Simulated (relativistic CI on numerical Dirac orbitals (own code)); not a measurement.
Hyperfine structure of Rh5+, mass number 103

Computed by Dirac-Coulomb-Breit CI, orbitals from a KLI potential per configuration, a model potential for QED, valence Slater integrals scaled by 0.85, P86 correlation energy added to each configuration (own radial code, finite nucleus).

CI space (outside the closed core [Ar] 3d10): 4s2.4p6.4d4, 4s2.4p6.4d3.5s, 4s2.4p6.4d3.4f, 4s2.4p6.4d3.5p, 4s2.4p5.4d5, 4s2.4p6.4d3.5d, 4s2.4p6.4d3.6s, 4s2.4p6.4d3.6p, 4s2.4p6.4d2.5s.5p, 4s.4p6.4d5, 4s2.4p6.4d3.5f, 4s2.4p6.4d3.6d, 4s2.4p6.4d3.6f, 4s2.4p6.4d2.5s2, 4s2.4p6.4d.4f.5s2, 4s2.4p6.4d.5s2.5p, 4s2.4p6.4d.5s2.5d, 4s2.4p6.4d.5s2.6s. Double excitations out of closed p, d and f shells are left out; levels of such configurations are missing from the list, as are those of other unlisted configurations, and high levels can miss mixing partners.

Nuclear spin I = 1/2, μ = -0.08829 μN (tables of Stone and Pyykkö). The electronic factors are computed for point nuclear moments, without core polarisation or the Bohr-Weisskopf and QED corrections.

```tsv
Level	E (eV)	A (MHz)
4s2.4p6.4d4 5D_1	0.0846	-23.54
4s2.4p6.4d4 5D_2	0.2189	-45.82
4s2.4p6.4d4 5D_3	0.3804	-69.73
4s2.4p6.4d4 5D_4	0.5582	-92.49
4s2.4p6.4d4 3H_4	2.3803	-164.7
4s2.4p6.4d4 3H_5	2.5840	-143.3
4s2.4p6.4d4 3P_1	2.6282	-78.59
4s2.4p6.4d4 3F_3	2.7278	-162.3
```

Levels with J = 0, under 50 % of one LS term, or S terms without an open s electron are left out. Small factors come from cancelling terms and can be off by tens of per cent or more.

At this charge configurations can still be misplaced by up to about 7 % of their energy.

Question: Give the hyperfine levels of 4s2.4p6.4d4 5D_3 relative to its centre of gravity.

Answer: With K = F(F + 1) − I(I + 1) − J(J + 1), E = AK/2: F = 5/2: 139.5, F = 7/2: -104.6 MHz.

LS names give the leading component of a level, which can be under half, so a name can repeat, a term be missing and a line seem to break the LS rules.
